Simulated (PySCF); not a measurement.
Working out the ionisation energy of W⁺

W⁺ [Xe] 4f14 5d4 6s1 (6D) → W²⁺ [Xe] 4f14 5d4 (5D). All numbers are calculated (PySCF 2.14, scalar relativity by spin-free X2C-1e, in ANO-RCC-VTZP (8s7p5d3f2g1h, 104 functions)). Frozen: [Xe] 4f14. Energies in hartree (1 hartree = 27.21139 eV):

| part | W⁺ (lower) | W²⁺ (upper) |
| --- | --- | --- |
| UHF | -16137.439557 | -16136.888462 |
| CCSD correlation | -0.050458 | -0.032197 |
| (T) | -0.000638 | -0.000240 |

**Question.** What does Hartree-Fock give?

**Answer.** (-16136.888462) − (-16137.439557) = 0.551095 hartree = 14.996 eV.

**Question.** What do CCSD and CCSD(T) give?

**Answer.** The CCSD correlation energies differ by 0.018261 hartree = 0.497 eV and the triples by 0.000398 hartree = 0.011 eV, so CCSD gives 15.493 eV and CCSD(T) 15.504 eV.

A first-order spin-orbit estimate adds -0.064 eV to CCSD(T) (valence), giving 15.440 eV against 16.37 ± 0.15 eV (semi-empirical (NIST evaluation); NIST Atomic Spectra Database, ionization energies).

What remains against the reference includes basis incompleteness, the frozen core and higher excitations.
